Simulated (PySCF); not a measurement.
Computed with PBE-D3(BJ)/def2-TZVP // TPSS-D3(BJ)/def2-SVP (PySCF 2.14.0). Isolated molecules, 0 K electronic values unless said otherwise. 

Reference species: [Mo(Cl)5(F)] (neutral, multiplicity 1).

```json
{
  "mean_distance_from_the_central_atom_to_its_bonded_neighbours": "2.234 Å",
  "LUMO": "-6.41 eV"
}
```

Changed species: [Mo(Cl)6] (0 of 6 Cl replaced by F; the reference has 1 of 6 Cl replaced by F).

**Question.** Give the shifts of the mean distance from the central atom to its bonded neighbours and LUMO.

**Answer.** the mean distance from the central atom to its bonded neighbours rises by 0.080 Å, to 2.314 Å; the LUMO goes up by 0.12 eV, to -6.29 eV.
